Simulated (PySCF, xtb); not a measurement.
WCl4H2, SMILES [Cl][WH2]([Cl])([Cl])[Cl], multiplicity 1.

Harmonic wavenumbers (cm⁻¹) from GFN2-xTB (xtb) at its own minimum, in rising order: 98, 115, 140, 152, 167, 215, 230, 302, 331, 630, 761, 870, 1066, 1658, 1689.

**Question.** What does B3LYP-D3(BJ)/def2-SVP (PySCF) give at its own minimum? (The exact figures need the calculation; the answer reports its results.)

**Answer.** 84, 126, 132, 134, 138, 347, 371, 384, 390, 574, 661, 788, 1117, 2097, 2119. Paired by order, the mean absolute difference is 110 cm⁻¹ and the zero-point energies are 12.0 and 13.5 kcal/mol.
